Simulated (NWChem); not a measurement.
System: CH₄OPb, singlet; SMILES [O](C)[PbH]

```xyz
7

Pb     0.0097    -0.4591     0.0000
H     -1.8302    -0.0792     0.0000
O      0.5470     1.5739     0.0000
C     -0.2924     2.6798     0.0000
H     -0.1058     3.3155     0.8883
H     -0.1058     3.3155    -0.8883
H     -1.3711     2.4208     0.0000
```
Atoms are numbered in this order, from 1.

Results from NWChem. Medium grid unless said otherwise, to which SCAN and Minnesota functionals are sensitive. Low-valent species are run as closed-shell singlets; no triplet was tried in these runs. The geometry was optimised at PBE0/def2-SVP. def2 effective core potentials on Pb; no spin-orbit coupling.

Task: Order these by “dipole (D)”, lowest first: MPW1K/def2-SVP; PBE/def2-SVP; B3PW91/def2-SVP; HCTH/407/def2-SVP.

Result: PBE/def2-SVP (1.32), HCTH/407/def2-SVP (1.56), B3PW91/def2-SVP (1.72), MPW1K/def2-SVP (2.07)
